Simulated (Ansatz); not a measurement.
Stepwise reaction of `C[SiH](C)C#N` with hydrogen fluoride, as a gas-phase model of exchange steps in deposition or etching. ΔE in kJ/mol; ΔG adds harmonic PBE0-D4 terms to CCSD(T)/CBS, at 1 bar.

Gas-phase electronic energies from Ansatz, PBE0-D4/def2-TZVP geometries. CCSD(T)/CBS is the MP2 limit (def2-TZVPP, def2-QZVPP) plus CCSD(T) − MP2 in def2-TZVPP, frozen cores. This one scheme is used for every species. DFT in def2-TZVPP. B3LYP here is the variant with VWN-RPA as its local correlation; programs differ in this.

```csv
step,reaction,PBE-D4,B3LYP-D4,ωB97M-V,CCSD(T)/CBS,ΔG(400 K)
1,`C[SiH](C)C#N` + H–F → `C[SiH](F)C#N` + CH₄,-125.6,-139.6,-136.2,-132.6,-128.4
2,`C[SiH](F)C#N` + H–F → `N#C[SiH](F)F` + CH₄,-126.7,-140.1,-136.7,-135.2,-129.8
```

(1) By hand: ΔE of the 2 steps together at CCSD(T)/CBS.

Answers

(1) (-132.6) + (-135.2) = -267.8 kJ/mol, or -133.9 kJ/mol a step.

In ΔE the steps differ by no more than 2.6 kJ/mol. All are downhill at CCSD(T)/CBS. ΔG lies between -129.8 and -128.4 kJ/mol a step. PBE-D4 differs from CCSD(T)/CBS by 7.0 to 8.5 kJ/mol a step. Isolated molecules leave out the surface, adducts and barriers. Largest T1 diagnostic: 0.013.
